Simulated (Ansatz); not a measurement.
Geometry optimisation, RKS PBE/def2-SVP in Ansatz 0.2.0.

Input:

```yaml
crystal:
  periodic: [false, false, false]
  atoms:
    - { symbol: Ti, position_ang: [0.0, 0.0, 0.0] }
    - { symbol: Cl, position_ang: [0.0, 0.0, 2.72] }
    - { symbol: Cl, position_ang: [2.2349, 0.0, -0.7892] }
    - { symbol: Cl, position_ang: [-1.1163, 1.9339, -0.7892] }
    - { symbol: Cl, position_ang: [-1.1163, -1.9339, -0.7892] }
    - { symbol: O, position_ang: [-2.1067, 0.0, 0.7] }
    - { symbol: Al, position_ang: [-3.4205, -0.9643, -0.0159] }
    - { symbol: H, position_ang: [-3.1513, -2.4314, -0.4731] }
    - { symbol: H, position_ang: [-4.841, -0.3425, -0.1862] }
    - { symbol: H, position_ang: [-1.4892, 0.0, 1.9123] }
basis:
  gaussian: { orbitals: def2-SVP }
hamiltonian:
  xc: pbe
relax:
  f_tol: 0.15
  max_steps: 25
  restrain:
    - { distance: [0, 5], at: 3.12, k: 30.0 }
    - { distance: [9, 1], at: 2.57, k: 30.0 }
    - { distance: [0, 1], at: 2.37, k: 30.0 }
    - { distance: [9, 5], at: 1.01, k: 30.0 }
```

Command:

```bash
$ ansatz run input.yaml --threads 4 --pin off --max-ram 5120MiB --backend cpu --events-out ev --progress --plain --runs-dir out
```

Problem. Where does it end, and by what steps?

Solution. It converged. The restraints hold the end off the free minimum; the threshold counts their pulls, which the force column leaves out. Restrained pairs: Ti1–O6 (2.22 → 3.10 Å), Cl2–H10 (1.69 → 2.57 Å), Ti1–Cl2 (2.72 → 2.32 Å), O6–H10 (1.36 → 0.99 Å). After 14 steps the energy has fallen by 3.318 eV (the restraints' own energy left out); H9 moved furthest, 1.20 Å.

```json
{"step": "0", "energy less start (eV)": "0.0000", "largest force component (eV/Å)": "3.358", "accepted": "yes"}
{"step": "1", "energy less start (eV)": "-0.6240", "largest force component (eV/Å)": "3.800", "accepted": "yes"}
{"step": "2", "energy less start (eV)": "-1.1333", "largest force component (eV/Å)": "3.688", "accepted": "yes"}
{"step": "3", "energy less start (eV)": "-1.8784", "largest force component (eV/Å)": "3.253", "accepted": "yes"}
{"step": "4", "energy less start (eV)": "-2.7706", "largest force component (eV/Å)": "1.440", "accepted": "yes"}
{"step": "5", "energy less start (eV)": "-2.9563", "largest force component (eV/Å)": "1.752", "accepted": "yes"}
{"step": "6", "energy less start (eV)": "-3.0842", "largest force component (eV/Å)": "1.407", "accepted": "yes"}
{"step": "7", "energy less start (eV)": "-3.1384", "largest force component (eV/Å)": "1.350", "accepted": "yes"}
{"step": "8", "energy less start (eV)": "-3.1733", "largest force component (eV/Å)": "1.422", "accepted": "yes"}
{"step": "9", "energy less start (eV)": "-3.2152", "largest force component (eV/Å)": "1.368", "accepted": "yes"}
{"step": "10", "energy less start (eV)": "-3.2513", "largest force component (eV/Å)": "1.452", "accepted": "yes"}
{"step": "11", "energy less start (eV)": "-3.2868", "largest force component (eV/Å)": "1.586", "accepted": "yes"}
{"step": "12", "energy less start (eV)": "-3.2844", "largest force component (eV/Å)": "1.526", "accepted": "no"}
{"step": "13", "energy less start (eV)": "-3.3108", "largest force component (eV/Å)": "1.571", "accepted": "yes"}
{"step": "14", "energy less start (eV)": "-3.3176", "largest force component (eV/Å)": "1.572", "accepted": "yes"}
```

```xyz
10
Properties=species:S:1:pos:R:3
Ti 0.104 0.171 -0.070
Cl 0.376 -0.211 2.206
Cl 2.105 0.104 -0.886
Cl -0.669 2.119 -0.597
Cl -0.957 -1.484 -1.141
O -2.692 -0.007 1.266
Al -3.395 -1.109 0.101
H -3.603 -2.651 0.471
H -4.082 -0.352 -1.119
H -2.193 -0.318 2.060
```

Time of the run: 44 s on 4 threads of Arm Neoverse V2, with other jobs on the host, peak memory 0.28 GiB.
